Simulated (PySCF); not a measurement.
Spectrum to structure. Method: TDDFT CAM-B3LYP/def2-SVPD, vertical, gas phase, core orbitals frozen in the response in PySCF 2.14.0, density-fitted response routines. Geometries: GFN2-xTB, one conformer each.

| state | E (eV) | f | main configurations (H = HOMO, L = LUMO) |
| --- | --- | --- | --- |
| S1 | 6.03 | 0.012 | H→L (66%), H→L+1 (27%) |
| S2 | 6.14 | 0.0064 | H→L+1 (63%), H→L (24%) |
| S3 | 6.70 | 0.028 | H→L+2 (66%), H→L+4 (14%) |
| S4 | 7.04 | 0.015 | H-1→L (82%) |
| S5 | 7.28 | 0.016 | H-1→L+1 (50%), H→L+6 (18%) |
| S6 | 7.44 | 0.010 | H→L+3 (53%), H→L+7 (14%), H→L+5 (9%) |
| S7 | 7.53 | 0.123 | H→L+4 (25%), H-2→L (22%), H→L+8 (10%) |
| S8 | 7.58 | 0.056 | H-2→L (53%) |

Triplets computed (Tamm–Dancoff): 5.51, 5.76, 6.23 eV.

Problem. Which candidate is it? All have the formula H11NOSi4.
A. `N([SiH3])([SiH3])[SiH2][SiH2]O`
B. `[SiH3]N[Si@@H]([SiH3])O[SiH3]`
C. `[SiH3]N[SiH2][SiH2]O[SiH3]`
D. `N[Si]([SiH3])([SiH3])O[SiH3]`

Solution. B. Its S1, at 6.03 eV, is the highest among the candidates; the nearest of the others has S1 at 5.46 eV. S1 is HOMO→LUMO (66%), HOMO→LUMO+1 (27%). Löwdin shares by element: HOMO nitrogen 40%, silicon 23% or more, hydrogen 9% or more (atoms not listed hold the other 28%); LUMO silicon 53% or more, oxygen 7% (atoms not listed hold the other 40%). At the same level the other candidates give, for their lowest levels:
- `N[Si]([SiH3])([SiH3])O[SiH3]`: 5.27 eV (f 0.044); 5.53 eV (f 0.036); 6.44 eV (f 0.086); 6.74 eV (f 0.038); 6.99 eV (f 0.023); T1 4.68 eV; HOMO -8.27, LUMO 0.26 eV
- `O[SiH2][SiH2]N([SiH3])[SiH3]`: 5.43 eV (f 0.006); 6.44 eV (f 0.014); 6.51 eV (f 0.029); 6.68 eV (f 0.000); 6.81 eV (f 0.008); T1 5.05 eV; HOMO -8.48, LUMO 0.08 eV
- `[SiH3]N[SiH2][SiH2]O[SiH3]`: 5.46 eV (f 0.002); 6.23 eV (f 0.029); 6.63 eV (f 0.012); 6.70 eV (f 0.007); 7.03 eV (f 0.010); T1 5.10 eV; HOMO -8.66, LUMO 0.01 eV

Shape of the structure used: `[SiH3:1][NH:2][Si@@H:3]([SiH3:4])[O:5][SiH3:6]`: Si1–N2–Si3–Si4 -151°, N2–Si3–O5–Si6 -24°.
